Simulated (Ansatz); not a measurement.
Reaction (substitution at a C–C bond): `CCCOCC` + `CB(C)N` → `CNB(C)C` + `CCCOC`

Calculated with Ansatz (gas phase, PBE0-D4/def2-TZVP geometries, no zero-point term in ΔE). CCSD(T)/CBS is the MP2 limit (def2-TZVPP, def2-QZVPP) plus CCSD(T) − MP2 in def2-TZVPP, frozen cores. Functionals use def2-TZVPP. B3LYP here is the variant with VWN-RPA as its local correlation; programs differ in this. One conformer a species, not always the lowest.

```tsv
level	ΔE (kcal/mol)
ωB97X-V	10.2
B3LYP	9.7
```

(1) What does CCSD(T)/CBS give? (Best estimate.)

Largest T1 diagnostic among the species: 0.011.

Results:

(1) The calculation gave: +10.6 kcal/mol. The listed levels differ from it by -0.4, -0.9 kcal/mol.
